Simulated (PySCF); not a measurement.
Predicted microwave data (PBE0-D3(BJ)/def2-SVP geometry optimisation, gas phase in PySCF) for one isomer of C2H7BNP:

```
Rotational constants : A = 11763, B = 1501, C = 1373 MHz
Dipole components    : |μa| = 7.99 D, |μb| = 2.01 D, |μc| = 0.00 D
Inertial defect      : -11.75 u·Å²
κ                    : -0.98
```

Question: Which structure is it? (One computed conformer of each.)
A. `C[B@@H-]([PH3+])C#N`
B. `[CH3:1][C:2]#[N+:3][BH2-:4][PH2:5]` with N3–B4–P5–H 47° and -48°

Answer: B. It is CC#[N+][BH2-]P, a near-prolate asymmetric top, point group Cs. The candidates at the same level (rigid rotor, commonest isotopes):

```json
{"SMILES": "CC#[N+][BH2-]P", "A (MHz)": "11763", "B (MHz)": "1501", "C (MHz)": "1373", "μa (D)": "7.99", "μb (D)": "2.01", "μc (D)": "0.00", "Δ (u·Å²)": "-11.75", "point group": "Cs", "rotor": "near-prolate asymmetric top"}
{"SMILES": "C[B@@H-]([PH3+])C#N", "A (MHz)": "4610", "B (MHz)": "2838", "C (MHz)": "1908", "μa (D)": "6.34", "μb (D)": "0.89", "μc (D)": "0.49", "Δ (u·Å²)": "-22.76", "point group": "C1", "rotor": "asymmetric top"}
```

`C[B@@H-]([PH3+])C#N` has B 89 % too high. In the right answer the mirror of this Cs structure is the ab plane, so μc vanishes by symmetry (the 0.01 D computed is a residue). No structure here is proved a minimum.
